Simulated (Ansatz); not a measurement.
Sn4Se4. Charge 0, multiplicity 1. Geometry PBE-D4/def2-SVP.

```xyz
8

Sn    1.0401   -1.1222   -1.7928
Sn    0.6864   -0.9671    2.0367
Sn    0.6137    2.2751   -0.0350
Sn   -2.3404   -0.1858   -0.2086
Se   -0.6388   -2.3685    0.0368
Se   -1.0832    1.1684    1.8663
Se    2.4367    0.1931    0.2169
Se   -0.7145    1.0070   -2.1203
```

In the def2 sets Sn takes a core potential; there is no spin–orbit coupling. The structure comes from a short search, and lower isomers may exist.

Estimate the orbital energies around the gap (eV) in Ansatz with HF/def2-TZVP, LDA (SPW92)/def2-TZVP, PBE-D4/def2-SVP, r2SCAN-D4/def2-TZVP, PBE0-D4/def2-TZVP.


```tsv
orbital	HF/def2-TZVP	LDA (SPW92)/def2-TZVP	PBE-D4/def2-SVP	r2SCAN-D4/def2-TZVP	PBE0-D4/def2-TZVP
HOMO−13	-15.71	-11.57	-11.29	-11.63	-12.64
HOMO−12	-14.65	-10.80	-10.51	-10.79	-11.80
HOMO−11	-11.80	-8.20	-8.03	-8.36	-9.17
HOMO−10	-11.80	-8.20	-8.03	-8.36	-9.17
HOMO−9	-10.21	-7.31	-7.06	-7.37	-8.05
HOMO−8	-10.21	-7.00	-6.82	-7.14	-7.86
HOMO−7	-10.21	-7.00	-6.82	-7.13	-7.86
HOMO−6	-10.16	-7.00	-6.82	-7.13	-7.86
HOMO−5	-9.75	-6.64	-6.44	-6.76	-7.46
HOMO−4	-9.75	-6.64	-6.44	-6.76	-7.46
HOMO−3	-9.75	-6.64	-6.44	-6.76	-7.46
HOMO−2	-7.93	-5.49	-5.26	-5.54	-6.14
HOMO−1	-7.93	-5.49	-5.26	-5.54	-6.14
HOMO	-7.93	-5.49	-5.26	-5.54	-6.14
LUMO	0.35	-3.08	-2.75	-2.69	-2.20
LUMO+1	0.35	-3.08	-2.75	-2.69	-2.20
LUMO+2	0.35	-3.08	-2.75	-2.69	-2.19
LUMO+3	1.54	-2.04	-1.66	-1.59	-1.11
LUMO+4	1.54	-2.04	-1.66	-1.59	-1.11
LUMO+5	1.54	-2.04	-1.66	-1.59	-1.11
```
